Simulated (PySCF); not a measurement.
Job file and geometry (Å, from GFN2-xTB) of an NMR shielding run on SMILES C([Si+](C)C)CF, [C$_{4}$H$_{10}$FSi]+, GIAO PBE0/pcSseg-1 NMR shielding, non-relativistic, gas phase (PySCF); density fitting, a coarse starting grid and PySCF grid level 2 are the driver's defaults:

```
{"job": {"kind": "nmr", "xc": "PBE0", "basis": "pcSseg-1"}, "charge": 1, "multiplicity": 1}
C     -1.473568    -1.454639     0.742719
Si    -0.644193    -0.012611    -0.129335
C     -1.232846     1.772726    -0.067269
C      1.001917    -0.380268    -1.013972
C      2.115231    -0.013690    -0.025810
F      1.614841    -0.177031     1.253310
H     -2.241798    -1.121124     1.440334
H     -1.948221    -2.137483     0.037378
H     -0.742290    -2.033780     1.310649
H     -0.924857     2.246284     0.866478
H     -0.825261     2.372033    -0.883930
H     -2.319566     1.842352    -0.114662
H      1.139885     0.174601    -1.942368
H      1.068346    -1.442163    -1.264966
H      2.414781     1.033589    -0.104312
H      2.989998    -0.659849    -0.115655
```

Task: What does the program print?

Result: 
```
coarse grid: 13256 points
cycle   1  E = -546.9437988214  dE =  5.584e-01  |g| = 5.987e-01  |ddm| = 3.335e+00
cycle   2  E = -546.9179913200  dE =  2.581e-02  |g| = 7.416e-01  |ddm| = 1.113e+00
cycle   3  E = -547.0218600069  dE = -1.039e-01  |g| = 9.316e-02  |ddm| = 5.904e-01
cycle   4  E = -547.0231458733  dE = -1.286e-03  |g| = 3.040e-02  |ddm| = 8.145e-02
cycle   5  E = -547.0233318464  dE = -1.860e-04  |g| = 3.546e-03  |ddm| = 2.369e-02
cycle   6  E = -547.0233341775  dE = -2.331e-06  |g| = 1.095e-03  |ddm| = 3.540e-03
final grid: 122088 points
cycle   7  E = -547.0646725772  dE = -3.110e-05  |g| = 9.399e-03  |ddm| = 2.070e-02
cycle   8  E = -547.0646654362  dE =  7.141e-06  |g| = 1.135e-02  |ddm| = 1.337e-02
cycle   9  E = -547.0646935173  dE = -2.808e-05  |g| = 1.382e-03  |ddm| = 7.251e-03
cycle  10  E = -547.0646938122  dE = -2.949e-07  |g| = 2.174e-04  |ddm| = 1.021e-03
cycle  11  E = -547.0646938191  dE = -6.883e-09  |g| = 4.528e-05  |ddm| = 1.667e-04
cycle  12  E = -547.0646938195  dE = -4.667e-10  |g| = 1.147e-05  |ddm| = 6.454e-05
converged SCF energy = -547.0646938195

GIAO shielding tensors (ppm)
atom      isotropic    diamagn.    paramagn.     s11        s22        s33       span
  0 C      166.170     257.291     -91.121    131.821    175.076    191.614     59.793
  1 Si     -51.022     882.004    -933.025   -227.482   -188.434    262.850    490.331
  2 C      168.738     257.696     -88.957    138.277    175.856    192.081     53.804
  3 C      148.323     259.310    -110.988    103.480    168.255    173.233     69.753
  4 C       99.538     243.205    -143.667     57.834     76.698    164.081    106.247
  5 F      385.964     477.879     -91.915    300.099    389.541    468.251    168.153
  6 H       29.158      29.034       0.124     24.983     27.079     35.413     10.431
  7 H       29.556      28.420       1.135     25.707     26.556     36.405     10.698
  8 H       29.109      30.537      -1.428     24.974     27.469     34.884      9.910
  9 H       29.465      29.866      -0.401     25.887     26.360     36.149     10.262
 10 H       28.956      30.053      -1.097     24.870     27.166     34.833      9.963
 11 H       29.290      28.253       1.036     25.053     26.892     35.925     10.872
 12 H       29.129      31.043      -1.915     25.904     26.745     34.737      8.833
 13 H       28.060      31.654      -3.594     25.417     26.719     32.045      6.627
 14 H       26.030      29.028      -2.999     22.492     25.914     29.683      7.191
 15 H       25.951      27.100      -1.148     22.162     25.128     30.564      8.403
```

Task: Turn these shieldings into chemical shifts. Scale: $^{13}$C (σref 186.93) and $^{29}$Si (σref 349.16) and $^{1}$H (σref 31.72) against TMS; CFCl3 for $^{19}$F (σref 170.95) (reference shieldings calculated alike).

Result: Averaging equivalent atoms: C 4: 87.4; C 3: 38.6; C 0/2: 19.5; Si 1: 400.2; F 5: -215.0; H 14/15: 5.73; H 12/13: 3.12; H 6/7/8/9/10/11: 2.46 ppm. Unscaled 19F shifts against computed CFCl3 carry errors that often reach 10 to 50 ppm.

Size and cost of the density-fitted run: 159 basis functions, 14 s wall time on 1 thread of an x86-64 server CPU, shared host.
